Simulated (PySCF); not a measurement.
CH₆F₂Si₂, SMILES C([SiH2]F)[SiH2]F, singlet (PBE0/def2-SVP optimised geometry):

```
11

Si    -1.907    -0.170     0.000
F     -2.427    -0.897     1.360
C     -0.043    -0.170     0.000
Si     0.841     0.637    -1.430
F      2.445     0.508    -1.186
H     -2.444     1.220     0.000
H     -2.445    -0.939    -1.157
H      0.297    -1.220     0.059
H      0.294     0.329     0.927
H      0.513     2.088    -1.513
H      0.523    -0.046    -2.715
```

Level of theory: PBE0/def2-TZVP in PySCF.

Question: What are the frontier orbital energies and the dipole moment?

Answer: HOMO-2 -9.68 eV, HOMO-1 -9.67 eV, HOMO -9.37 eV, LUMO -0.55 eV, LUMO+1 0.48 eV; dipole moment 0.86 D.

On the same geometry PySCF with PBE/def2-TZVP gives HOMO-2 -8.23 eV, HOMO-1 -8.19 eV, HOMO -7.95 eV, LUMO -1.41 eV, LUMO+1 -0.29 eV; dipole moment 0.71 D.

Meta-Löwdin charges at PBE0/def2-TZVP: Si1 0.95, F2 -0.51, C3 -0.74, Si4 0.95, F5 -0.51, H6 -0.11, H7 -0.11, H8 0.15, H9 0.15, H10 -0.11, H11 -0.11.
